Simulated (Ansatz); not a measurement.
Cost and result for the atomization energy of H$_{6}$OSSi$_{2}$ (`O[SiH2]S[SiH3]`) (10 atoms, 9 bonds).

Cartesian coordinates in Å:
```
O 1.703 0.526 -0.829
Si 1.324 -0.004 0.678
S -0.631 0.589 1.290
Si -1.721 -0.267 -0.343
H 1.631 1.467 -0.998
H 1.434 -1.475 0.594
H 2.217 0.557 1.723
H -3.115 -0.455 0.128
H -1.719 0.634 -1.521
H -1.124 -1.572 -0.722
```

Total charge 0; spin multiplicity 1. The structure was optimised at the PBE0-D4/def2-TZVP level. It is one conformer, not always the lowest. Program: Ansatz. All runs use 2 threads of a server CPU on a shared host. Times are those of one run each, without the atoms' runs, and a repeat can differ threefold. Electronic energies, without spin–orbit coupling; frozen cores. CCSD(T)/CBS adds CCSD(T) − MP2 in def2-TZVPP to the MP2 limit, and its time is that of the two runs behind it. T1 = 0.012. B3LYP takes the VWN-RPA correlation (the form of Gaussian; ORCA's B3LYP/G).

CCSD(T)/CBS is a level of theory with its own doubt, some kJ/mol a heavy atom from the limit and from the frozen cores, so smaller differences don't rank the functionals.

```json
{"level": "PBE-D4/def2-TZVPP (with forces)", "functions": "241", "wall time": "4.4 s", "atomization (kJ/mol)": "3217.1", "difference from CCSD(T)/CBS": "-31.3", "per bond": "-3.5"}
{"level": "PBE0-D4/def2-TZVPP", "functions": "241", "wall time": "6 s", "atomization (kJ/mol)": "3188.6", "difference from CCSD(T)/CBS": "-59.8", "per bond": "-6.6"}
{"level": "B3LYP-D4/def2-TZVPP (with forces)", "functions": "241", "wall time": "9 s", "atomization (kJ/mol)": "3217.3", "difference from CCSD(T)/CBS": "-31.1", "per bond": "-3.5"}
{"level": "r2SCAN-D4/def2-TZVPP (with forces)", "functions": "241", "wall time": "9 s", "atomization (kJ/mol)": "3235.9", "difference from CCSD(T)/CBS": "-12.5", "per bond": "-1.4"}
{"level": "B2PLYP/def2-TZVPP", "functions": "241", "wall time": "10 s", "atomization (kJ/mol)": "3180.4", "difference from CCSD(T)/CBS": "-68.0", "per bond": "-7.6"}
{"level": "ωB97X-V/def2-TZVPP", "functions": "241", "wall time": "15 s", "atomization (kJ/mol)": "3259.2", "difference from CCSD(T)/CBS": "10.8", "per bond": "1.2"}
{"level": "ωB97M-V/def2-TZVPP (with forces)", "functions": "241", "wall time": "23 s", "atomization (kJ/mol)": "3247.1", "difference from CCSD(T)/CBS": "-1.3", "per bond": "-0.1"}
{"level": "MP2/def2-QZVPP", "functions": "447", "wall time": "39 s", "atomization (kJ/mol)": "3232.9", "difference from CCSD(T)/CBS": "-15.5", "per bond": "-1.7"}
{"level": "CCSD(T)/def2-TZVPP", "functions": "241", "wall time": "2.9 min", "atomization (kJ/mol)": "3147.9", "difference from CCSD(T)/CBS": "-100.5", "per bond": "-11.2"}
{"level": "CCSD(T)/CBS(def2)", "functions": "–", "wall time": "3.6 min", "atomization (kJ/mol)": "3248.4", "difference from CCSD(T)/CBS": "0.0", "per bond": "0.0"}
```

From PBE to PBE0 (25 % exact exchange), in def2-TZVPP and without D4, the atomization energy moves by −24.7 kJ/mol: exact exchange takes away binding that semilocal exchange gives to molecules. The D4 term adds +40.7 kJ/mol with B3LYP and +21.3 kJ/mol with PBE0; it sums over pairs of atoms, weighted by their polarisabilities, and B3LYP, whose exchange is more repulsive, gets the larger term. In def2-TZVPP, CCSD(T) changes the Hartree–Fock value by +761.8 kJ/mol (the triples alone add +40.2 kJ/mol) and MP2 by +786.8 kJ/mol; breaking electron pairs costs correlation energy, which Hartree–Fock lacks.
